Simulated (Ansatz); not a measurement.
Ansatz (a quantum-chemistry and plane-wave program) input (B3LYP-D3(BJ)/def2-TZVP):

Ansatz 0.2 input:
```yaml
crystal:
  periodic: [false, false, false]
  atoms:
    - {symbol: C, position_ang: [-0.15458263, 1.56936794, 0.12679620]}
    - {symbol: C, position_ang: [-0.46010178, 0.11839111, 0.25121699]}
    - {symbol: C, position_ang: [-1.77580462, -0.25558895, -0.43448311]}
    - {symbol: O, position_ang: [0.54588482, -0.69368072, -0.34901345]}
    - {symbol: C, position_ang: [1.78028139, -0.67225970, 0.33715635]}
    - {symbol: H, position_ang: [-0.55078373, 2.28404498, 0.83480451]}
    - {symbol: H, position_ang: [0.33383512, 1.93500851, -0.76691364]}
    - {symbol: H, position_ang: [-0.53883351, -0.14464435, 1.31817736]}
    - {symbol: H, position_ang: [-1.71598341, -0.03155660, -1.50007087]}
    - {symbol: H, position_ang: [-1.96674374, -1.32258087, -0.31011871]}
    - {symbol: H, position_ang: [-2.60520026, 0.30674057, -0.00473890]}
    - {symbol: H, position_ang: [2.22075939, 0.33078383, 0.35743386]}
    - {symbol: H, position_ang: [2.45186170, -1.34634055, -0.19233870]}
    - {symbol: H, position_ang: [1.66525562, -1.02147212, 1.37175422]}
basis:
  gaussian:
    orbitals: def2-TZVP
hamiltonian:
  xc: b3lyp
  dispersion: d3bj
magnetization: {spin_polarized: true, initial_magnetization: 1}
phonons: {temperatures: {t_min: 298.15, t_max: 298.15, t_step: 100}}
```

Output:

```
Functional definition: B3LYP
integrals: 0.12 GiB planned
1267 factors; their error is unknown
0.30 GiB of the device are held for the grids
1.03 GiB of device memory are held for the factors and their scratch space
mean field: 1.22 GiB planned
mean field evaluation 1: about -6331.9304 eV, gradient 4.8e1 eV
mean field evaluation 2: about -6325.7725 eV, gradient 6.0e1 eV
mean field evaluation 4: about -6342.5462 eV, gradient 3.9e0 eV
mean field evaluation 8: about -6342.6061 eV, gradient 6.0e-2 eV
mean field evaluation 16: about -6342.5783 eV, gradient 3.9e-4 eV
mean field -6342.57827785 eV, -233.0854525569 hartree, gradient 3.3e-5 eV, S^2 0.753864; 0 other end points of the search recorded, 0 dependent functions left out
the calculation of the forces begins
reference -6342.57857103 eV, -233.0854633312 hartree; 21, 20 occupied and 188, 189 virtual orbitals, 1267 factors
these checks for a lower state are left out or cut short: stability, starts, cluster_reference, orbital_swaps, neighbouring_geometries, increment
integrals: 0.12 GiB planned
1267 factors; their error is unknown
0.30 GiB of the device are held for the grids
1.03 GiB of device memory are held for the factors and their scratch space
mean field: 1.22 GiB planned
mean field -6342.57820815 eV, -233.0854499955 hartree, gradient 2.8e-6 eV, S^2 0.753860; 0 other end points of the search recorded, 0 dependent functions left out
the calculation of the forces begins
reference -6342.57850134 eV, -233.0854607701 hartree; 21, 20 occupied and 188, 189 virtual orbitals, 1267 factors
these checks for a lower state are left out or cut short: stability, starts, cluster_reference, orbital_swaps, neighbouring_geometries, increment
integrals: 0.12 GiB planned
1267 factors; their error is unknown
0.30 GiB of the device are held for the grids
1.03 GiB of device memory are held for the factors and their scratch space
mean field: 1.22 GiB planned
mean field evaluation 32: about -6342.5782 eV, gradient 2.5e-6 eV
mean field -6342.57821746 eV, -233.0854503377 hartree, gradient 2.8e-6 eV, S^2 0.753868; 0 other end points of the search recorded, 0 dependent functions left out
the calculation of the forces begins
reference -6342.57851064 eV, -233.0854611118 hartree; 21, 20 occupied and 188, 189 virtual orbitals, 1267 factors
these checks for a lower state are left out or cut short: stability, starts, cluster_reference, orbital_swaps, neighbouring_geometries, increment
integrals: 0.12 GiB planned
1267 factors; their error is unknown
0.30 GiB of the device are held for the grids
1.03 GiB of device memory are held for the factors and their scratch space
mean field: 1.22 GiB planned
mean field -6342.57818294 eV, -233.0854490691 hartree, gradient 2.7e-6 eV, S^2 0.753861; 0 other end points of the search recorded, 0 dependent functions left out
the calculation of the forces begins
reference -6342.57847610 eV, -233.0854598424 hartree; 21, 20 occupied and 188, 189 virtual orbitals, 1267 factors
these checks for a lower state are left out or cut short: stability, starts, cluster_reference, orbital_swaps, neighbouring_geometries, increment
integrals: 0.12 GiB planned
1267 factors; their error is unknown
0.30 GiB of the device are held for the grids
1.03 GiB of device memory are held for the factors and their scratch space
mean field: 1.22 GiB planned
mean field -6342.57804960 eV, -233.0854441689 hartree, gradient 2.8e-6 eV, S^2 0.753867; 0 other end points of the search recorded, 0 dependent functions left out
[...]
mean field: 1.22 GiB planned
mean field -6342.57820390 eV, -233.0854498394 hartree, gradient 2.7e-6 eV, S^2 0.753864; 0 other end points of the search recorded, 0 dependent functions left out
the calculation of the forces begins
reference -6342.57849702 eV, -233.0854606115 hartree; 21, 20 occupied and 188, 189 virtual orbitals, 1267 factors
these checks for a lower state are left out or cut short: stability, starts, cluster_reference, orbital_swaps, neighbouring_geometries, increment
integrals: 0.12 GiB planned
1267 factors; their error is unknown
0.30 GiB of the device are held for the grids
1.03 GiB of device memory are held for the factors and their scratch space
mean field: 1.22 GiB planned
mean field evaluation 544: about -6342.5782 eV, gradient 2.7e-6 eV
mean field -6342.57821451 eV, -233.0854502294 hartree, gradient 2.7e-6 eV, S^2 0.753864; 0 other end points of the search recorded, 0 dependent functions left out
the calculation of the forces begins
reference -6342.57850764 eV, -233.0854610015 hartree; 21, 20 occupied and 188, 189 virtual orbitals, 1267 factors
these checks for a lower state are left out or cut short: stability, starts, cluster_reference, orbital_swaps, neighbouring_geometries, increment
integrals: 0.12 GiB planned
1267 factors; their error is unknown
0.30 GiB of the device are held for the grids
1.03 GiB of device memory are held for the factors and their scratch space
mean field: 1.22 GiB planned
mean field -6342.57824366 eV, -233.0854513005 hartree, gradient 2.7e-6 eV, S^2 0.753864; 0 other end points of the search recorded, 0 dependent functions left out
the calculation of the forces begins
reference -6342.57853691 eV, -233.0854620771 hartree; 21, 20 occupied and 188, 189 virtual orbitals, 1267 factors
these checks for a lower state are left out or cut short: stability, starts, cluster_reference, orbital_swaps, neighbouring_geometries, increment
integrals: 0.12 GiB planned
1267 factors; their error is unknown
0.30 GiB of the device are held for the grids
1.03 GiB of device memory are held for the factors and their scratch space
mean field: 1.22 GiB planned
mean field -6342.57823717 eV, -233.0854510621 hartree, gradient 2.7e-6 eV, S^2 0.753864; 0 other end points of the search recorded, 0 dependent functions left out
the calculation of the forces begins
reference -6342.57853031 eV, -233.0854618348 hartree; 21, 20 occupied and 188, 189 virtual orbitals, 1267 factors
these checks for a lower state are left out or cut short: stability, starts, cluster_reference, orbital_swaps, neighbouring_geometries, increment
integrals: 0.12 GiB planned
1267 factors; their error is unknown
0.30 GiB of the device are held for the grids
1.03 GiB of device memory are held for the factors and their scratch space
mean field: 1.22 GiB planned
mean field -6342.57824386 eV, -233.0854513080 hartree, gradient 2.7e-6 eV, S^2 0.753864; 0 other end points of the search recorded, 0 dependent functions left out
the calculation of the forces begins
reference -6342.57853709 eV, -233.0854620841 hartree; 21, 20 occupied and 188, 189 virtual orbitals, 1267 factors
these checks for a lower state are left out or cut short: stability, starts, cluster_reference, orbital_swaps, neighbouring_geometries, increment
integrals: 0.12 GiB planned
1267 factors; their error is unknown
0.30 GiB of the device are held for the grids
1.03 GiB of device memory are held for the factors and their scratch space
mean field: 1.22 GiB planned
mean field -6342.57828412 eV, -233.0854527873 hartree, gradient 2.7e-6 eV, S^2 0.753864; 0 other end points of the search recorded, 0 dependent functions left out
the calculation of the forces begins
reference -6342.57857732 eV, -233.0854635623 hartree; 21, 20 occupied and 188, 189 virtual orbitals, 1267 factors
these checks for a lower state are left out or cut short: stability, starts, cluster_reference, orbital_swaps, neighbouring_geometries, increment
integrals: 0.12 GiB planned
1267 factors; their error is unknown
0.30 GiB of the device are held for the grids
1.03 GiB of device memory are held for the factors and their scratch space
mean field: 1.22 GiB planned
mean field evaluation 576: about -6342.5782 eV, gradient 4.3e-4 eV
mean field -6342.57823367 eV, -233.0854509336 hartree, gradient 2.7e-6 eV, S^2 0.753864; 0 other end points of the search recorded, 0 dependent functions left out
the calculation of the forces begins
reference -6342.57852684 eV, -233.0854617073 hartree; 21, 20 occupied and 188, 189 virtual orbitals, 1267 factors
these checks for a lower state are left out or cut short: stability, starts, cluster_reference, orbital_swaps, neighbouring_geometries, increment
integrals: 0.12 GiB planned
1267 factors; their error is unknown
0.30 GiB of the device are held for the grids
1.03 GiB of device memory are held for the factors and their scratch space
mean field: 1.22 GiB planned
mean field -6342.57823691 eV, -233.0854510526 hartree, gradient 2.7e-6 eV, S^2 0.753864; 0 other end points of the search recorded, 0 dependent functions left out
the calculation of the forces begins
reference -6342.57853007 eV, -233.0854618261 hartree; 21, 20 occupied and 188, 189 virtual orbitals, 1267 factors
these checks for a lower state are left out or cut short: stability, starts, cluster_reference, orbital_swaps, neighbouring_geometries, increment
integrals: 0.12 GiB planned
1267 factors; their error is unknown
0.30 GiB of the device are held for the grids
1.03 GiB of device memory are held for the factors and their scratch space
mean field: 1.22 GiB planned
mean field -6342.57827300 eV, -233.0854523789 hartree, gradient 2.7e-6 eV, S^2 0.753864; 0 other end points of the search recorded, 0 dependent functions left out
the calculation of the forces begins
reference -6342.57856621 eV, -233.0854631541 hartree; 21, 20 occupied and 188, 189 virtual orbitals, 1267 factors
these checks for a lower state are left out or cut short: stability, starts, cluster_reference, orbital_swaps, neighbouring_geometries, increment
integrals: 0.12 GiB planned
1267 factors; their error is unknown
0.30 GiB of the device are held for the grids
1.03 GiB of device memory are held for the factors and their scratch space
mean field: 1.22 GiB planned
mean field -6342.57820576 eV, -233.0854499077 hartree, gradient 2.7e-6 eV, S^2 0.753864; 0 other end points of the search recorded, 0 dependent functions left out
the calculation of the forces begins
reference -6342.57849896 eV, -233.0854606826 hartree; 21, 20 occupied and 188, 189 virtual orbitals, 1267 factors
these checks for a lower state are left out or cut short: stability, starts, cluster_reference, orbital_swaps, neighbouring_geometries, increment
integrals: 0.12 GiB planned
1267 factors; their error is unknown
0.30 GiB of the device are held for the grids
1.03 GiB of device memory are held for the factors and their scratch space
mean field: 1.22 GiB planned
mean field -6342.57817566 eV, -233.0854488017 hartree, gradient 2.7e-6 eV, S^2 0.753864; 0 other end points of the search recorded, 0 dependent functions left out
the calculation of the forces begins
reference -6342.57846883 eV, -233.0854595754 hartree; 21, 20 occupied and 188, 189 virtual orbitals, 1267 factors
Total energy: -6343.00263573 eV, -233.1010474215 hartree
Atom 0 at    -0.154583     1.569368     0.126796 Å, force     0.000979     0.000037     0.000361 eV/Å
Atom 1 at    -0.460102     0.118391     0.251217 Å, force     0.000098    -0.000128    -0.001004 eV/Å
Atom 2 at    -1.775805    -0.255589    -0.434483 Å, force    -0.000317    -0.000197     0.000370 eV/Å
Atom 3 at     0.545885    -0.693681    -0.349013 Å, force     0.000197     0.000106     0.000275 eV/Å
Atom 4 at     1.780281    -0.672260     0.337156 Å, force    -0.000182     0.000267    -0.000106 eV/Å
Atom 5 at    -0.550784     2.284045     0.834805 Å, force    -0.000203     0.000130     0.000042 eV/Å
Atom 6 at     0.333835     1.935009    -0.766914 Å, force    -0.000182    -0.000180    -0.000235 eV/Å
Atom 7 at    -0.538834    -0.144644     1.318177 Å, force    -0.000628    -0.000247    -0.000304 eV/Å
Atom 8 at    -1.715983    -0.031557    -1.500071 Å, force     0.000048     0.000199     0.000364 eV/Å
Atom 9 at    -1.966744    -1.322581    -0.310119 Å, force     0.000199    -0.000221     0.000211 eV/Å
Atom 10 at    -2.605200     0.306741    -0.004739 Å, force    -0.000362     0.000194    -0.000109 eV/Å
Atom 11 at     2.220759     0.330784     0.357434 Å, force     0.000373     0.000077     0.000175 eV/Å
Atom 12 at     2.451862    -1.346341    -0.192339 Å, force     0.000011     0.000029    -0.000107 eV/Å
Atom 13 at     1.665256    -1.021472     1.371754 Å, force    -0.000031    -0.000067     0.000065 eV/Å
Dipole moment:    -0.005115     0.118476     0.192620 e Å
Vibrations: 115.39 165.50 193.31 235.33 281.05 334.21 464.42 474.01 568.86 815.71 917.17 938.48 1043.60 1126.79 1133.76 1145.32 1176.56 1229.82 1331.80 1370.63 1396.00 1448.34 1472.97 1482.44 1484.77 1495.00 1508.07 2937.62 2977.97 3026.13 3039.08 3109.58 3113.47 3115.21 3143.18 3250.19 cm⁻¹, zero-point energy 3.289407 eV
```

It need not be the lowest isomer of its formula.
